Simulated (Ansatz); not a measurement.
C2H3O2 (SMILES [CH2]OC=O), doublet, at a GFN2-xTB geometry; REVPBE/STO-3G run with Ansatz (an electronic-structure program).

Here is a job for Ansatz.
Ansatz 0.2 input:
```yaml
crystal:
  periodic: [false, false, false]
  atoms:
    - {symbol: C, position_ang: [-0.87928138, 0.00351010, 0.01564063]}
    - {symbol: O, position_ang: [-0.81883028, -1.01132689, 0.65669977]}
    - {symbol: O, position_ang: [0.17084863, 0.70015067, -0.44659388]}
    - {symbol: H, position_ang: [-1.80259150, 0.51373746, -0.28852409]}
    - {symbol: C, position_ang: [1.41484609, 0.28028668, -0.20613446]}
    - {symbol: H, position_ang: [1.57765462, -0.61886567, 0.35962889]}
    - {symbol: H, position_ang: [2.19540180, 0.89175727, -0.60898889]}
basis:
  gaussian:
    orbitals: STO-3G
hamiltonian:
  xc: revpbe
magnetization: {spin_polarized: true, initial_magnetization: 1}
accuracy: high
```

**Question.** What does Ansatz print? Leave out banner, timings and long lists.

**Answer.** 
```
Functional definition: revPBE
445 factors; integrals over basis functions are off by at most 3.6e-9 eV
mean field evaluation 1: about -6128.1061 eV, gradient 2.0e1 eV
mean field evaluation 2: about -6106.0181 eV, gradient 7.2e1 eV
mean field evaluation 4: about -6130.4028 eV, gradient 3.4e0 eV
mean field evaluation 8: about -6130.4027 eV, gradient 2.6e-1 eV
mean field evaluation 16: about -6130.4031 eV, gradient 1.6e-5 eV
mean field -6130.40314335 eV, -225.2881601816 hartree, gradient 5.9e-8 eV, S^2 0.753661; 0 other end points of the search recorded, 0 dependent functions left out
reference -6130.40314570 eV, -225.2881602680 hartree; 16, 15 occupied and 7, 8 virtual orbitals, 445 factors
Total energy: -6130.40314570 eV, -225.2881602680 hartree
```
